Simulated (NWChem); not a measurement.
System: C$_{3}$H$_{6}$OSi; SMILES C=C1OC[SiH2]1

Input file for NWChem:

```
start job
memory heap 200 mb stack 900 mb global 1100 mb
geometry units angstroms noautosym nocenter noautoz
  C      0.486208    -2.088733     0.000000
  C      0.120082    -0.806187     0.000000
  O     -1.211743    -0.381911     0.000000
  C     -1.111473     1.077481     0.000000
  Si     0.802071     0.949832     0.000000
  H      1.536635    -2.357532     0.000000
  H     -0.246930    -2.891397     0.000000
  H     -1.599313     1.484673     0.891857
  H     -1.599313     1.484673    -0.891857
  H      1.526116     1.427067     1.209355
  H      1.526116     1.427067    -1.209355
end
basis spherical
  C library sto-3g
  O library sto-3g
  Si library sto-3g
  H library sto-3g
end
dft
  xc b3lyp
  iterations 150
end
property
  response 1 0.0773
end
task dft property
```

Excerpt of the output:

```
             Northwest Computational Chemistry Package (NWChem) 7.3.0
             --------------------------------------------------------

                             Geometry "geometry" -> ""
                             -------------------------

 Output coordinates in angstroms (scale by  1.889725989 to convert to a.u.)

  No.       Tag          Charge          X              Y              Z
 ---- ---------------- ---------- -------------- -------------- --------------
    1 C                    6.0000     0.48620800    -2.08873300     0.00000000
    2 C                    6.0000     0.12008200    -0.80618700     0.00000000
    3 O                    8.0000    -1.21174300    -0.38191100     0.00000000
    4 C                    6.0000    -1.11147300     1.07748100     0.00000000
    5 Si                  14.0000     0.80207100     0.94983200     0.00000000
    6 H                    1.0000     1.53663500    -2.35753200     0.00000000
    7 H                    1.0000    -0.24693000    -2.89139700     0.00000000
    8 H                    1.0000    -1.59931300     1.48467300     0.89185700
    9 H                    1.0000    -1.59931300     1.48467300    -0.89185700
   10 H                    1.0000     1.52611600     1.42706700     1.20935500
   11 H                    1.0000     1.52611600     1.42706700    -1.20935500

 Effective nuclear repulsion energy (a.u.)     217.1492046605

                              NWChem Property Module
                              ----------------------

                                 NWChem DFT Module
                                 -----------------

 Summary of "ao basis" -> "ao basis" (spherical)
 ------------------------------------------------------------------------------
       Tag                 Description            Shells   Functions and Types
 ---------------- ------------------------------  ------  ---------------------
 C                           sto-3g                  3        5   2s1p
 O                           sto-3g                  3        5   2s1p
 Si                          sto-3g                  5        9   3s2p
 H                           sto-3g                  1        1   1s

            General Information
            -------------------
          SCF calculation type: DFT
          Wavefunction type:  closed shell.
          No. of atoms     :    11
          No. of electrons :    46
           Alpha electrons :    23
            Beta electrons :    23
          Charge           :     0
          Spin multiplicity:     1
          Use of symmetry is: off; symmetry adaption is: off
          Maximum number of iterations: 150
          AO basis - number of functions:    35
                     number of shells:    23
          Convergence on energy requested:  1.00D-06
          Convergence on density requested:  1.00D-05
          Convergence on gradient requested:  5.00D-04

              XC Information
              --------------
                         B3LYP Method XC Potential
                     Hartree-Fock (Exact) Exchange  0.200
                        Slater Exchange Functional  0.800 local
                    Becke 1988 Exchange Functional  0.720 non-local
              Lee-Yang-Parr Correlation Functional  0.810
                  VWN I RPA Correlation Functional  0.190 local

             Grid Information
             ----------------
          Grid used for XC integration:  medium
          Radial quadrature: Mura-Knowles
          Angular quadrature: Lebedev.
          Tag              B.-S. Rad. Rad. Pts. Rad. Cut. Ang. Pts.
          ---              ---------- --------- --------- ---------
          C                   0.70       49          11.0       434
          O                   0.60       49           9.0       434
          Si                  1.10       88          10.0       590
          H                   0.35       45          12.0       434
          Grid pruning is: on
          Number of quadrature shells:   554
          Spatial weights used:  Erf1

      Superposition of Atomic Density Guess
      -------------------------------------

 Sum of atomic energies:        -473.56297203

      Non-variational initial energy
      ------------------------------

 Total energy =    -474.228398
 1-e energy   =   -1091.491938
 2-e energy   =     400.114335
 HOMO         =      -0.070697
 LUMO         =       0.272534

   convergence    iter        energy       DeltaE   RMS-Dens  Diis-err
 ---------------- ----- ----------------- --------- --------- ---------
 d= 0,ls=0.0,diis     1   -476.6965473756 -6.94D+02  4.14D-02  5.21D-01
 d= 0,ls=0.0,diis     2   -476.6526116925  4.39D-02  2.56D-02  8.88D-01
 d= 0,ls=0.0,diis     3   -476.7763675833 -1.24D-01  7.86D-03  2.15D-02
 d= 0,ls=0.0,diis     4   -476.7772631689 -8.96D-04  4.03D-03  1.73D-02
 d= 0,ls=0.0,diis     5   -476.7801265183 -2.86D-03  7.41D-04  6.09D-04
  Resetting Diis
 d= 0,ls=0.0,diis     6   -476.7802259988 -9.95D-05  1.17D-04  7.12D-06
 d= 0,ls=0.0,diis     7   -476.7802269126 -9.14D-07  8.48D-05  1.83D-06
 d= 0,ls=0.0,diis     8   -476.7802268669  4.57D-08  4.44D-05  2.19D-06
 d= 0,ls=0.0,diis     9   -476.7802272248 -3.58D-07  7.61D-06  5.91D-08

         Total DFT energy =     -476.780227224811
      One electron energy =    -1088.980676057566
           Coulomb energy =      443.142030192810
    Exchange-Corr. energy =      -48.090786020572
 Nuclear repulsion energy =      217.149204660517

 Numeric. integr. density =       46.000013099146

                       DFT Final Molecular Orbital Analysis
                       ------------------------------------

 Vector   21  Occ=2.000000D+00  E=-2.538690D-01
              MO Center= -9.5D-02,  2.9D-01,  1.2D-08, r^2= 2.9D+00
   Bfn.  Coefficient  Atom+Function         Bfn.  Coefficient  Atom+Function
  ----- ------------  ---------------      ----- ------------  ---------------
    18      0.506904   4 C  px                9     -0.384352   2 C  py
    28      0.356753   5 Si py               27     -0.267543   5 Si px
     7     -0.247665   2 C  s                 4      0.223638   1 C  py
    17      0.205034   4 C  s                31     -0.201544   7 H  s
    24     -0.146673   5 Si py               32     -0.141704   8 H  s

 Vector   22  Occ=2.000000D+00  E=-1.887223D-01
              MO Center= -6.5D-01, -1.1D-01, -6.7D-11, r^2= 2.3D+00
   Bfn.  Coefficient  Atom+Function         Bfn.  Coefficient  Atom+Function
  ----- ------------  ---------------      ----- ------------  ---------------
    13      0.595164   3 O  px               14      0.370521   3 O  py
    12     -0.338809   3 O  s                 8     -0.295490   2 C  px
    26     -0.239198   5 Si s                19     -0.229763   4 C  py
    27      0.224781   5 Si px               34      0.194527  10 H  s
    35      0.194527  11 H  s                18     -0.190173   4 C  px

 Vector   23  Occ=2.000000D+00  E=-1.191376D-01
              MO Center= -4.2D-01, -1.0D+00, -4.5D-11, r^2= 2.2D+00
   Bfn.  Coefficient  Atom+Function         Bfn.  Coefficient  Atom+Function
  ----- ------------  ---------------      ----- ------------  ---------------
    15      0.721678   3 O  pz                5     -0.603500   1 C  pz
    10     -0.266471   2 C  pz               32     -0.145241   8 H  s
    33      0.145241   9 H  s                34      0.049582  10 H  s
    35     -0.049582  11 H  s                20     -0.037187   4 C  pz

 Vector   24  Occ=0.000000D+00  E= 1.437248D-01
              MO Center=  2.6D-01, -1.1D+00,  3.4D-10, r^2= 2.1D+00
   Bfn.  Coefficient  Atom+Function         Bfn.  Coefficient  Atom+Function
  ----- ------------  ---------------      ----- ------------  ---------------
    10     -0.740182   2 C  pz                5      0.735451   1 C  pz
    15      0.351496   3 O  pz               29     -0.276460   5 Si pz
    34      0.233215  10 H  s                35     -0.233215  11 H  s
    25      0.082663   5 Si pz

 Vector   25  Occ=0.000000D+00  E= 1.955428D-01
              MO Center=  4.8D-01,  7.7D-01, -2.7D-10, r^2= 2.0D+00
   Bfn.  Coefficient  Atom+Function         Bfn.  Coefficient  Atom+Function
  ----- ------------  ---------------      ----- ------------  ---------------
    28      0.857766   5 Si py               27     -0.575960   5 Si px
     7      0.498185   2 C  s                18     -0.480405   4 C  px
    17     -0.460136   4 C  s                 9      0.342564   2 C  py
    24     -0.262338   5 Si py               23      0.177183   5 Si px
     8      0.170523   2 C  px               14      0.133883   3 O  py

 Vector   26  Occ=0.000000D+00  E= 2.257902D-01
              MO Center=  1.4D-01,  4.7D-01,  1.2D-09, r^2= 3.2D+00
   Bfn.  Coefficient  Atom+Function         Bfn.  Coefficient  Atom+Function
  ----- ------------  ---------------      ----- ------------  ---------------
    26      0.962608   5 Si s                 8     -0.493889   2 C  px
    19     -0.489079   4 C  py               34     -0.444032  10 H  s
    35     -0.444032  11 H  s                18     -0.439100   4 C  px
    12     -0.372691   3 O  s                 9     -0.244388   2 C  py
    31     -0.224441   7 H  s                14     -0.219233   3 O  py

     Multipole analysis of the density
     ---------------------------------

     L   x y z        total         alpha         beta         nuclear
     -   - - -        -----         -----         ----         -------
     0   0 0 0     -0.000000    -23.000000    -23.000000     46.000000

     1   1 0 0      0.425381      0.545979      0.545979     -0.666576
     1   0 1 0      0.822826      0.494299      0.494299     -0.165772
     1   0 0 1      0.000000      0.000000      0.000000      0.000000

     2   2 0 0    -25.793255    -87.649799    -87.649799    149.506342
     2   1 1 0     -0.664007      4.656301      4.656301     -9.976610
     2   1 0 1     -0.000000     -0.000000     -0.000000      0.000000
     2   0 2 0    -25.211191   -143.376742   -143.376742    261.542292
     2   0 1 1      0.000000      0.000000      0.000000      0.000000
     2   0 0 2    -25.998018    -21.062288    -21.062288     16.126558

 *** CALLING NEW AORESP DRIVER FOR CLOSED AND OPEN SHELLS ***
 Entering AOResponse driver routine

--------------------------------------------------------------------------------

          -----------------------------------------------
          Solving response equations for perturbing field
          -----------------------------------------------

 number of frequencies:     1
 frequency in a.u.:  0.7730000E-01
 Perturbing field: electric
 Using El. Dipole Length Gauge

 Setting up CPKS with frequency omega =      0.07730000 a.u.

                            NWChem Dynamic CPHF Module
                            --------------------------

    scftype = RHF
    nclosed =   23
      nopen =    0
  variables =      552
  num. vecs =        3
  tolerance =   1.0D-04
  max. iter =   50

 SCF residual:    7.2756988599305140E-005

Iterative solution of linear equations
  No. of variables      552
  No. of equations        3
  Maximum subspace       30
       Convergence  1.0D-04

   iter   nsub   residual    time
   ----  ------  --------  ---------
     1      3    6.66D+00       5.7
     2      6    2.57D+00       6.9
     3      9    3.22D-01       8.6
     4     12    7.33D-02      10.1
     5     15    4.80D-03      11.7
     6     18    3.00D-04      13.2
     7     21    2.51D-05      14.7

 Electric Dipole Response Matrix (nonzero elements):

              1        2        3
    1   33.2254  -3.7038   0.0000
    2   -3.7039  46.3744  -0.0000
    3    0.0000  -0.0000  18.1890

 ------------------------------------------
 average:        32.59629 + I       0.00000

 DFT Linear Response polarizability / au
 Frequency  =       0.0773000 / au
 Wavelength =     589.4353558 / nm
              X              Y              Z
 -----------------------------------------------
 X      33.2254257     -3.7038089      0.0000000
 Y      -3.7038506     46.3744429     -0.0000000
 Z       0.0000000     -0.0000000     18.1889892
 -----------------------------------------------
 Eigenvalues =      32.2539178     47.3459507     18.1889892
 Isotropic   =      32.5962859
 Anisotropic =      25.2558911
 -----------------------------------------------

 Magnetic Dipole Response Matrix (nonzero elements):

 Exiting AOResponse driver routine
```

Level: B3LYP/STO-3G. STO-3G and 3-21G are far too small for this property and stand as cheap habits. Geometry: optimised at B3LYP/6-31G* (spherical d).
